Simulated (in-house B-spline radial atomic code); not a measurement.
A run on Tc that did not converge. Method: scalar-relativistic (X2C) B97-1, spin-polarised, spherical fractional occupations, Fermi nucleus of rms radius 4.41117 fm; computed with an all-electron radial atomic-structure program (B-spline basis).

Command:
```bash
python run_scf.py task.json out
```
Settings (nuclear radius in fm, mass in u):
```
Z                43
configuration    [Kr] 4d5 4f0.375 5s1.625
hamiltonian      x2c
method           b97_1
spin_polarised   True
nucleus          fermi
rms_radius       4.41117
atomic_mass      96.90636
speed_of_light   137.035999084
```

First and last ten iterations of the last attempt (damped for 15 steps, keeping 80 % of the old Fock matrix, then DIIS):
```
 iter        energy (Eh)    residual
    1       -4277.799735    4.38e-01
    2       -4280.939361    2.82e-01
    3       -4282.905173    1.87e-01
    4       -4283.990003    1.35e-01
    5       -4284.570224    9.10e-02
    6       -4284.863061    5.97e-02
    7       -4284.988286    3.93e-02
    8       -4285.037377    2.68e-02
    9       -4285.060547    1.84e-02
   10       -4285.071790    1.35e-02
  111       -4285.083811    4.26e-05
  112       -4285.083808    1.39e-05
  113       -4285.083809    5.56e-05
  114       -4285.083801    5.31e-05
  115       -4285.083801    5.85e-05
  116       -4285.083801    5.09e-05
  117       -4285.083799    5.14e-05
  118       -4285.083808    2.18e-05
  119       -4285.083809    1.35e-05
  120       -4285.083808    3.12e-05
 not converged after 120 iterations
```

The smallest residual met was 1.3e-05; the threshold is about 4e-07. Over the last five steps the energy moves by less than 2e-05 hartree, but the orbitals didn't meet the threshold. Time taken, with all properties: 8 s on 1 thread of Arm Neoverse N1, on a shared host.
